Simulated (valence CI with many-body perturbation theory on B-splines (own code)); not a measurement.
Forbidden lines of Sr16+

Calculated by relativistic CI+MBPT: four valence electrons over a frozen Dirac-Fock core [Ar], radial functions for each j: 9 s, 9 p, 10 d, 8 f, 5 g, 3 h, 1 i, with the one-electron correlation potential Σ1 (screened to all orders), the two-electron term Σ2, the three-electron term Σ3, Breit, model QED; selected single and double excitations, second order for the rest (own B-spline code, finite nucleus).

No measured spectrum was set against this ion. As an estimate, terms of the open shell hold to 2 to 4 % of their energy, and close levels can change places. Core correlation moves these levels by up to 8400 cm⁻¹, and in measured spectra 5 to 20 % of such shifts remained as error; rates that hang on mixing are uncertain with them. Only levels of the ground parity were solved; by the run's estimate the other parity begins above the list, which can be wrong where configurations are misplaced.

Lines 1 to 50 of 120 in falling wavelength, among levels below 325860 cm⁻¹, chosen from the decays that carry over 1 % of a level's rate. Wavelengths and rates use the calculated energies, so an error of 2000 cm⁻¹ moves a line at 14120 Å by 28 % and its rate by three times that or more. S is in atomic units (e²a₀⁴ for E2 and M2, e²a₀⁶ for E3), for M1 in squared Bohr magnetons. Weak lines are less certain than strong ones. Lines between different terms over intervals too small for the method are left out, as are lines whose strength nearly cancels.

Names give the largest LS component (configuration and term), which can be under half, so a name can repeat, a term be missing and a line seem to break the LS rules; names also repeat where a configuration has a term twice. Letters in brackets count levels of one name in rising energy.

```csv
λ vac (Å),Upper,Lower,Type,A (s⁻¹),S (a.u.)
25070,3d⁴ ⁵D_1,3d⁴ ⁵D_0,M1,3.19e+00,5.58e+00
21400,3d⁴ ³H_6,3d⁴ ³H_5,M1,1.76e+00,8.32e+00
18980,3d⁴ ⁵D_2,3d⁴ ⁵D_1,M1,7.92e+00,1.00e+01
18200,3d⁴ ⁵D_4,3d⁴ ⁵D_3,M1,4.36e+00,8.76e+00
17960,3d⁴ ⁵D_3,3d⁴ ⁵D_2,M1,7.76e+00,1.17e+01
14120,3d⁴ ³F_4 [a],3d⁴ ³G_3,M1,5.25e+00,4.93e+00
13760,3d⁴ ³G_5,3d⁴ ³G_4,M1,4.22e+00,4.48e+00
11890,3d⁴ ³G_4,3d⁴ ³F_4 [a],M1,1.34e+00,7.52e-01
11880,3d⁴ ³H_5,3d⁴ ³H_4,M1,1.22e+01,8.35e+00
9555,3d⁴ ³G_3,3d⁴ ³H_4,M1,8.28e+00,1.87e+00
6813,3d⁴ ³F_3 [a],3d⁴ ³F_2 [a],M1,3.84e+01,3.15e+00
6762,3d⁴ ³P_1 [a],3d⁴ ³P_0 [a],M1,5.49e+01,1.89e+00
6561,3d⁴ ³D_3,3d⁴ ³P_2 [a],M1,1.03e+01,7.52e-01
6456,3d⁴ ³G_4,3d⁴ ³G_3,M1,9.00e+00,8.08e-01
6378,3d⁴ ³G_5,3d⁴ ³F_4 [a],M1,3.09e+01,3.27e+00
6230,3d⁴ ³P_2 [a],3d⁴ ³P_1 [a],M1,5.61e+01,2.52e+00
5910,3d⁴ ³F_3 [a],3d⁴ ³G_3,M1,4.29e+01,2.30e+00
5701,3d⁴ ³G_4,3d⁴ ³H_5,M1,1.17e+01,7.23e-01
5699,3d⁴ ³F_4 [a],3d⁴ ³H_4,M1,7.18e+01,4.44e+00
5465,3d⁴ ³D_2,3d⁴ ³P_2 [a],M1,1.25e+01,3.79e-01
4966,3d⁴ ³G_5,3d⁴ ³H_6,M1,3.02e+01,1.51e+00
4890,3d⁴ ¹G_4 [a],3d⁴ ³G_5,M1,3.28e+01,1.28e+00
4560,3d⁴ ³D_1,3d⁴ ³P_2 [a],M1,3.43e+01,3.62e-01
4215,3d⁴ ³F_4 [b],3d⁴ ¹F_3,M1,2.17e+01,5.42e-01
4193,3d⁴ ¹D_2 [a],3d⁴ ³D_1,M1,4.13e+01,5.64e-01
4030,3d⁴ ³G_5,3d⁴ ³H_5,M1,4.47e+01,1.19e+00
3853,3d⁴ ³G_4,3d⁴ ³H_4,M1,2.98e+00,5.69e-02
3803,3d⁴ ¹G_4 [a],3d⁴ ³F_3 [a],M1,1.02e+02,1.87e+00
3757,3d⁴ ³D_3,3d⁴ ³F_2 [a],M1,4.51e+00,6.21e-02
3707,3d⁴ ³F_2 [b],3d⁴ ¹F_3,M1,6.06e+01,5.72e-01
3639,3d⁴ ¹D_2 [a],3d⁴ ³D_2,M1,2.30e+01,2.06e-01
3607,3d⁴ ¹G_4 [a],3d⁴ ³G_4,M1,3.52e+01,5.52e-01
3466,3d⁴ ³D_3,3d⁴ ³G_3,M1,1.52e+01,1.64e-01
3370,3d⁴ ³D_2,3d⁴ ³F_2 [a],M1,3.61e+01,2.56e-01
3359,3d⁴ ³P_2 [b],3d⁴ ¹D_2 [a],M1,4.51e+01,3.17e-01
3274,3d⁴ ¹D_2 [a],3d⁴ ³D_3,M1,9.49e+01,6.18e-01
3195,3d⁴ ¹I_6,3d⁴ ³H_6,M1,8.39e+01,1.32e+00
3134,3d⁴ ³D_2,3d⁴ ³G_3,M1,8.98e+00,5.12e-02
3003,3d⁴ ³D_1,3d⁴ ³F_2 [a],M1,3.30e+01,9.94e-02
2911,3d⁴ ³D_2,3d⁴ ³P_1 [a],M1,1.86e+01,8.50e-02
2780,3d⁴ ¹I_6,3d⁴ ³H_5,M1,8.49e+01,8.79e-01
2768,3d⁴ ¹G_4 [a],3d⁴ ³F_4 [a],M1,2.62e+02,1.86e+00
2673,3d⁴ ³F_2 [b],3d⁴ ¹D_2 [a],M1,3.85e+01,1.36e-01
2637,3d⁴ ¹F_3,3d⁴ ³D_2,M1,3.37e+01,1.60e-01
2633,3d⁴ ³D_1,3d⁴ ³P_1 [a],M1,1.05e+02,2.12e-01
2440,3d⁴ ¹F_3,3d⁴ ³D_3,M1,1.32e+02,4.98e-01
2415,3d⁴ ³H_4,3d⁴ ⁵D_4,M1,6.32e+01,2.97e-01
2354,3d⁴ ¹D_2 [a],3d⁴ ³F_3 [a],M1,2.58e+01,6.25e-02
2209,3d⁴ ¹G_4 [a],3d⁴ ³H_5,M1,6.87e+01,2.47e-01
2184,3d⁴ ¹D_2 [a],3d⁴ ³P_2 [a],M1,9.64e+01,1.86e-01
```
